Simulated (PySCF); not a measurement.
NMR data simulated for an unnamed compound:

1H NMR (600 MHz, computed): δ 4.81 (m, 2H), 3.12 (d, 2H), 2.67 (m, 2H), 1.86 (s, 3H), 1.84 (s, 3H), 1.41 (t, 1H).

13C{1H} NMR (computed): δ 137.5 (C), 133.4 (C), 89.0 (C), 83.8 (CH2), 75.0 (CH), 43.6 (CH2), 27.7 (CH2), 24.2 (CH3), 22.7 (CH3).

- shieldings: GIAO PBE0/pcSseg-1
- coordinates at the GFN2-xTB level
- program: PySCF 2.14
- no solvent model, non-relativistic Hamiltonian, one conformer, fast rotation and ring inversion assumed for equivalent nuclei

Chemical shifts δ = σref − σ; TMS for 1H (σref 31.72), 13C (σref 186.93), all at this level.

Which of these does the molecule contain: a non-aromatic C=C double bond, a vinyl group CH=CH2, a Si–H bond, an N-methyl group, a C≡C triple bond?

## Answers


- A non-aromatic C=C double bond: yes.
- A vinyl group CH=CH2: no.
- A Si–H bond: no.
- An N-methyl group: no.
- A C≡C triple bond: yes (δC 75.0, 89.0; δH 1.41 (t)).

The data belong to `InChI=1S/C9H13F/c1-4-5-8(2)9(3)6-7-10/h1H,5-7H2,2-3H3/b9-8-`; they needn't prove each group on their own.

Carbon signals by region: 2 in the sp2 and nitrile region (100–160 ppm), 3 at 50–100 ppm, 4 below 50 ppm.

Splittings by 19F in the carbon and heteronuclear signals aren't shown, as no couplings were computed. Shifts are as computed. Against solution values, carbons near 30 ppm lie about +3 ppm off and those near 130 ppm about +5 ppm. Of 1309 compounds with measured shifts, 239 miss one by over three times the rms of a fit or turn the order of signals round; such compounds aren't used in these exercises. No couplings were computed; multiplicities are counted from neighbouring protons, with m where these are inequivalent, close in shift, in a saturated or five-membered ring or joined by F or P, and br s for small geminal =CH2 splittings.
